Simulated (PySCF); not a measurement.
# A ladder of Hamiltonians for Nd⁵⁶⁺ (neodymium, charge +56)

Occupied: 1s1/2, 2s1/2. Hartree-Fock calculated with PySCF 2.14 in an even-tempered Gaussian basis (16 s from 12 bohr⁻², ratio 2.7; 12 p from 14 bohr⁻², ratio 2.7), Gaussian nucleus throughout. NR is non-relativistic, sf-X2C the spin-free one-electron X2C Hamiltonian, X2C adds the bare one-electron spin-orbit term, X2C-SNSO screens it by Boettger's factors, DC is four-component Dirac-Coulomb, and the Gaunt and Breit terms are added at first order (total energies over the DC spinors, levels after relaxing the spinors in that mean field). QED terms are absent. Levels marked empty are virtual spinors of this ion.

```csv
level (eV),NR,sf-X2C,X2C,X2C-SNSO
1s1/2,-47328.7,-49744.3,-49744.3,-49744.3
2s1/2,-11361.7,-12094.6,-12094.6,-12094.6
2p1/2 (empty),-11022.0,-11299.9,-11719.7,-11704.1
2p3/2 (empty),-11022.0,-11299.9,-11120.2,-11125.9
3s1/2 (empty),-4862.5,-5112.1,-5112.1,-5112.1
```

Where do the four-component calculations put these levels?

1s1/2: DC -49788.2, DC+Gaunt -49698.8, DC+Breit -49699.8; 2s1/2: DC -12099.6, DC+Gaunt -12089.2, DC+Breit -12090.2; 2p1/2 (empty): DC -11709.0, DC+Gaunt -11689.8, DC+Breit -11692.5; 2p3/2 (empty): DC -11126.9, DC+Gaunt -11116.2, DC+Breit -11118.9; 3s1/2 (empty): DC -5113.4, DC+Gaunt -5110.5, DC+Breit -5110.9 (eV).

| Hamiltonian | E (hartree) | E − E(DC) (hartree) | CPU seconds |
| --- | --- | --- | --- |
| NR | -4406.3029 | 242.9786 | 0.14 |
| sf-X2C | -4647.4562 | 1.8254 | 0.07 |
| X2C | -4647.4562 | 1.8254 | 0.08 |
| X2C-SNSO | -4647.4562 | 1.8254 | 0.08 |
| DC | -4649.2815 | 0.0000 | 2 |
| DC+Gaunt | -4645.5557 | 3.7259 | 2.7 |
| DC+Breit | -4645.6335 | 3.6480 | 21 |

Weight of the small component: 1s1/2 0.0499, 2s1/2 0.0120, 2p1/2 0.0118, 2p3/2 0.0112, 3s1/2 0.00509.

Koopmans' value for the highest occupied level at DC+Breit: 12090.2 eV, against an ionisation energy of 12082 ± 5 eV (theoretical estimate listed by NIST; NIST Atomic Spectra Database, ionization energies); the former lacks relaxation, correlation, QED and recoil.

The whole ladder took 27 s of wall time on 1 thread of Intel(R) Xeon(R) 6975P-C (shared host), launched as `OMP_NUM_THREADS=1 python relrun2.py TASK.json OUT` (a driver that calls PySCF for each Hamiltonian).
